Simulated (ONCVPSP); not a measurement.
**Configuration tests for beryllium (ONCV)**

beryllium, optimised norm-conserving Vanderbilt (ONCV), made with ONCVPSP 4.0.1 (LDA (Perdew-Wang 92), scalar-relativistic). Core [He], reference 2s1.5 2p0.5. Waves: 2s: rc 2.15 bohr, ncon 4, nbas 8, qcut 2.5 1/bohr, 3 projectors, debl 3.5 Ha; 2p: rc 2.95 bohr, ncon 3, nbas 6, qcut 2.4 1/bohr, 3 projectors, debl 1.6 Ha. Local part: polynomial inside 1.40 bohr (lpopt 5, dvloc0 0 Ha). Core correction: polynomial model core, fcfact 0.7.

Energies are relative to the spin-unpolarised reference configuration 2s1.5 2p0.5; without spin polarisation the order of configurations can differ from experiment.

```
valence configuration  charge  ΔE all-electron (eV)  error AE − PS (meV)
              2s2 2p0       0                -1.754                 -5.4
              2s0 2p1      +1                11.572                 -108
```

(1) What are ΔE and the potential's error for 2s1 2p0?

(2) What are ΔE and the potential's error for 2s1.5 2p0?

Levels in the configuration 2s1 2p0:

| level | all-electron (eV) | pseudo (eV) |
| --- | --- | --- |
| 2s | -13.641 | -13.596 |

Answers

(1) ΔE = 7.759 eV all-electron; the error (AE − PS) is +34 meV.

(2) ΔE = 1.994 eV all-electron; the error (AE − PS) is +12 meV.
